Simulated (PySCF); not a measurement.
PySCF 2.14 output of an unrestricted PBE calculation on a single atom or ion in x2c-QZVPPall, with scalar relativity by spin-free X2C-1e:

```
SCF conv_tol = 1e-09
number electrons alpha = 18  beta = 17
    J. P. Perdew, K. Burke, and M. Ernzerhof.,  Phys. Rev. Lett. 77, 3865 (1996)
    J. P. Perdew, K. Burke, and M. Ernzerhof.,  Phys. Rev. Lett. 78, 1396 (1997)
    J. P. Perdew, K. Burke, and M. Ernzerhof.,  Phys. Rev. Lett. 77, 3865 (1996)
    J. P. Perdew, K. Burke, and M. Ernzerhof.,  Phys. Rev. Lett. 78, 1396 (1997)
cycle= 1 E= -2789.24593879658  delta_E= -0.0262  |g|= 0.0747  |ddm|= 0.169
cycle= 2 E= -2789.24609330169  delta_E= -0.000155  |g|= 0.0727  |ddm|= 0.0287
cycle= 3 E= -2789.24639502451  delta_E= -0.000302  |g|= 0.00247  |ddm|= 0.0114
cycle= 4 E= -2789.24639679161  delta_E= -1.77e-06  |g|= 0.00103  |ddm|= 0.00273
cycle= 5 E= -2789.24639700805  delta_E= -2.16e-07  |g|= 0.00015  |ddm|= 0.000761
cycle= 6 E= -2789.24639701333  delta_E= -5.28e-09  |g|= 1.03e-05  |ddm|= 0.000111
cycle= 7 E= -2789.24639701337  delta_E= -4.68e-11  |g|= 8.02e-07  |ddm|= 1.09e-05
converged SCF energy = -2789.24639701337  <S^2> = 0.75208166  2S+1 = 2.0020806
```

The run itself started from symmetry-adapted Hartree-Fock orbitals and held the occupation by maximum overlap, on a logarithmic radial grid, so the iterations belong to that start.

Question: Which element, charge and spin multiplicity is this?

Answer: Kr⁺ (krypton, charge +1), multiplicity 2; the state was [Ar] 3d10 4s2 4p5, 2P determinant.
